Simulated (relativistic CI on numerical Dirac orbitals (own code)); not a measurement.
**Level scheme of Nd25+**

Computed by Dirac-Coulomb-Breit CI, orbitals from a KLI potential per configuration, QED by a radiative potential, unscaled Slater integrals (own radial code, finite nucleus).

Configurations in the expansion (outside the closed core [Ar] 3d10): 4s²4p⁵, 4s4p⁶, 4s²4p⁴4d, 4s4p⁵4d, 4s²4p⁴4f, 4s4p⁵4f, 4p⁶4d, 4s4p⁴4d², 4s²4p³4d4f, 4p⁶4f, 4s²4p⁴5s, 4p⁵4d², 4p⁴4d³, 4p⁴4d²4f, 4p⁴4d²5s. Double excitations out of closed p, d and f shells are left out; levels of such configurations are missing from the list, as are those of other unlisted configurations, and high levels can miss mixing partners.

The lowest level is 4s²4p⁵ ²P°3/2, with 99 % of that term; Hund's rules for 4s²4p⁵ give ²P° with J = 3/2, in agreement.

```
No.  Configuration  Term     J  E (cm⁻¹)   %  Lifetime (s)         jj configuration (%)
  1         4s²4p⁵   ²P°   3/2         0  99                               4p3/2^3 (99)
  2         4s²4p⁵   ²P°   1/2    233354  99      4.35e-06           4p1/2 4p3/2^4 (99)
  3          4s4p⁶    ²S   1/2    722045  72      4.39e-11                      4s (72)
  4      4p⁴(3P)4d    ⁴D   3/2    798716  43      1.43e-09           4p3/2^2 4d3/2 (97)
  5      4p⁴(3P)4d    ⁴D   5/2    805401  54      5.32e-05           4p3/2^2 4d3/2 (83)
  6      4p⁴(1D)4d    ²P   1/2    815947  50      1.48e-10           4p3/2^2 4d3/2 (66)
  7      4p⁴(3P)4d    ⁴F   7/2    824919  36      2.01e-03           4p3/2^2 4d3/2 (75)
  8      4p⁴(3P)4d    ²F   7/2    855156  52      4.61e-04           4p3/2^2 4d5/2 (75)
  9      4p⁴(3P)4d    ⁴F   9/2    862576  72      1.67e-03           4p3/2^2 4d5/2 (98)
 10      4p⁴(1S)4d    ²D   3/2    873793  54      6.01e-10           4p3/2^2 4d3/2 (84)
 11      4p⁴(3P)4d    ⁴P   1/2    914583  54      9.65e-12           4p3/2^2 4d5/2 (54)
 12      4p⁴(1S)4d    ²D   5/2    933986  44      1.50e-09           4p3/2^2 4d5/2 (95)
 13      4p⁴(1D)4d    ²D   3/2    947683  37      1.03e-11           4p3/2^2 4d5/2 (68)
 14      4p⁴(3P)4d    ⁴F   5/2    959079  34      9.12e-12           4p3/2^2 4d5/2 (59)
 15      4p⁴(3P)4d    ⁴D   1/2   1003506  74      6.99e-10     4p1/2 4p3/2^3 4d3/2 (94)
 16      4p⁴(3P)4d    ⁴D   3/2   1029058  35      7.93e-07     4p1/2 4p3/2^3 4d3/2 (88)
 17      4p⁴(1D)4d    ²F   5/2   1061804  40      7.23e-11     4p1/2 4p3/2^3 4d3/2 (92)
 18      4p⁴(1D)4d    ²G   7/2   1067141  61      8.75e-06     4p1/2 4p3/2^3 4d3/2 (94)
 19      4p⁴(3P)4d    ⁴D   7/2   1073196  35      5.36e-06     4p1/2 4p3/2^3 4d5/2 (93)
 20      4p⁴(1D)4d    ²P   3/2   1089834  48      5.12e-10     4p1/2 4p3/2^3 4d5/2 (97)
 21      4p⁴(3P)4d    ²F   5/2   1104218  51      5.57e-09     4p1/2 4p3/2^3 4d5/2 (95)
 22      4p⁴(1D)4d    ²G   9/2   1111136  72      7.93e-06     4p1/2 4p3/2^3 4d5/2 (98)
 23      4p⁴(1D)4d    ²D   5/2   1123061  51      1.62e-10     4p1/2 4p3/2^3 4d5/2 (95)
 24      4p⁴(1D)4d    ²F   7/2   1149531  80      6.31e-06     4p1/2 4p3/2^3 4d5/2 (96)
 25      4p⁴(1D)4d    ²S   1/2   1183066  60      9.63e-13     4p1/2 4p3/2^3 4d3/2 (68)
 26      4p⁴(1D)4d    ²P   3/2   1188198  63      1.47e-12     4p1/2 4p3/2^3 4d3/2 (45)
 27      4p⁴(3P)4d    ²D   5/2   1209594  81      8.83e-13     4p1/2 4p3/2^3 4d3/2 (73)
 28      4p⁴(1D)4d    ²D   3/2   1232573  66      1.93e-12     4p1/2 4p3/2^3 4d3/2 (42)
 29      4p⁴(3P)4d    ²P   1/2   1293733  84      1.16e-12     4p1/2 4p3/2^3 4d5/2 (81)
 30      4p⁴(1S)4d    ²D   5/2   1373588  49      4.74e-10           4p3/2^4 4d5/2 (95)
 31      4p⁴(3P)4d    ²D   3/2   1429947  73      1.00e-12           4p3/2^4 4d3/2 (73)
 32        4s4p⁵4d   ⁴P°   1/2   1588329  94      8.39e-12        4s 4p3/2^3 4d3/2 (95)
 33        4s4p⁵4d   ⁴P°   3/2   1605468  70      8.68e-12        4s 4p3/2^3 4d3/2 (85)
 34        4s4p⁵4d   ⁴F°   7/2   1617652  67      1.28e-11        4s 4p3/2^3 4d3/2 (75)
 35        4s4p⁵4d   ⁴D°   5/2   1619132  37      1.16e-11        4s 4p3/2^3 4d3/2 (86)
 36        4s4p⁵4d   ⁴F°   9/2   1632904  94      1.34e-11        4s 4p3/2^3 4d5/2 (94)
 37        4s4p⁵4d   ⁴F°   3/2   1663694  35      8.49e-12        4s 4p3/2^3 4d3/2 (58)
 38        4s4p⁵4d   ⁴P°   5/2   1664557  43      7.35e-12        4s 4p3/2^3 4d5/2 (59)
 39        4s4p⁵4d   ⁴D°   1/2   1692934  51      6.06e-12        4s 4p3/2^3 4d3/2 (83)
 40        4s4p⁵4d   ⁴D°   7/2   1702772  60      8.48e-12        4s 4p3/2^3 4d5/2 (89)
 41        4s4p⁵4d   ²D°   5/2   1711644  42      5.50e-12        4s 4p3/2^3 4d3/2 (50)
 42        4s4p⁵4d   ²P°   3/2   1746580  40      6.33e-12        4s 4p3/2^3 4d5/2 (77)
 43        4s4p⁵4d   ²F°   7/2   1762174  77      5.06e-12        4s 4p3/2^3 4d5/2 (75)
 44        4s4p⁵4d   ²D°   5/2   1777899  50      6.72e-12        4s 4p3/2^3 4d5/2 (75)
 45        4s4p⁵4d   ²P°   1/2   1791247  70      2.97e-12        4s 4p3/2^3 4d5/2 (70)
 46        4s4p⁵4d   ⁴D°   3/2   1800240  26      3.98e-12        4s 4p3/2^3 4d5/2 (37)
 47        4s4p⁵4d   ²D°   3/2   1865295  38      4.46e-12  4s 4p1/2 4p3/2^4 4d3/2 (64)
 48        4s4p⁵4d   ⁴F°   5/2   1892469  31      6.38e-12  4s 4p1/2 4p3/2^4 4d5/2 (56)
 49        4s4p⁵4d   ²D°   5/2   1920971  25      4.23e-12  4s 4p1/2 4p3/2^4 4d5/2 (35)
 50      4p⁴(3P)4f   ⁴F°   7/2   1930502  45      2.57e-12           4p3/2^2 4f5/2 (66)
 51      4p⁴(3P)4f   ⁴F°   9/2   1931572  41      2.91e-12           4p3/2^2 4f7/2 (56)
 52      4p⁴(3P)4f   ⁴G°  11/2   1931937  71      3.97e-12          4p3/2^2 4f7/2 (100)
 53      4p⁴(3P)4f   ²G°   9/2   1939643  57      3.58e-12           4p3/2^2 4f5/2 (61)
 54      4p⁴(3P)4f   ⁴F°   5/2   1942630  39      2.12e-12           4p3/2^2 4f5/2 (57)
 55      4p⁴(3P)4f   ⁴D°   3/2   1946440  31      1.94e-12           4p3/2^2 4f5/2 (85)
 56      4p⁴(3P)4f   ⁴D°   1/2   1952521  43      2.22e-12           4p3/2^2 4f5/2 (79)
 57        4s4p⁵4d   ²F°   7/2   1960052  59      3.86e-12  4s 4p1/2 4p3/2^4 4d5/2 (72)
 58      4p⁴(1D)4f   ²P°   3/2   1960769  31      3.42e-12           4p3/2^2 4f7/2 (46)
 59      4p⁴(1S)4f   ²F°   5/2   1982343  40      2.72e-12           4p3/2^2 4f7/2 (41)
 60      4p⁴(3P)4f   ²F°   7/2   1986877  50      4.29e-12           4p3/2^2 4f7/2 (70)
 61      4p⁴(1S)4f   ²F°   5/2   2004258  39      4.08e-12           4p3/2^2 4f5/2 (54)
 62      4p⁴(1S)4f   ²F°   7/2   2006024  48      3.13e-12           4p3/2^2 4f7/2 (92)
 63        4s4p⁵4d   ²D°   3/2   2011764  32      2.51e-12  4s 4p1/2 4p3/2^4 4d5/2 (42)
 64        4s4p⁵4d   ²F°   5/2   2015167  45      3.28e-12  4s 4p1/2 4p3/2^4 4d5/2 (60)
 65        4s4p⁵4d   ²P°   1/2   2044448  60      1.05e-12  4s 4p1/2 4p3/2^4 4d3/2 (36)
 66        4s4p⁵4d   ²P°   3/2   2058369  57      9.82e-13  4s 4p1/2 4p3/2^4 4d3/2 (48)
 67      4p⁴(3P)4f   ⁴G°   9/2   2149961  45      3.41e-12     4p1/2 4p3/2^3 4f7/2 (96)
 68      4p⁴(3P)4f   ⁴F°   3/2   2151592  57      2.02e-12     4p1/2 4p3/2^3 4f5/2 (86)
 69      4p⁴(3P)4f   ⁴F°   5/2   2168299  25      2.40e-12     4p1/2 4p3/2^3 4f5/2 (70)
 70      4p⁴(3P)4f   ⁴G°   7/2   2169637  50      3.67e-12     4p1/2 4p3/2^3 4f5/2 (96)
```

Energies count from the lowest computed level; ° marks odd parity; lifetimes are radiative, by E1, M1, E2, M2, E3 decay to levels of this space only. Percentages are summed over parent terms; the parents shown are those of the largest component, closed shells are left out there. Filled j subshells are mostly left out of the jj labels.

The mean weight of the leading LS term, summed over parents, in these 70 levels is 53 %, and that of the leading jj configuration (from the same eigenvectors) 75 %, so jj coupling describes them better and the LS labels are nominal.

At this charge energies of transitions that change n are usually good to better than 1 %, and those within a shell (Δn = 0) to a few per cent.

LS names give the leading component of a level, which can be under half, so a name can repeat, a term be missing and a line seem to break the LS rules.
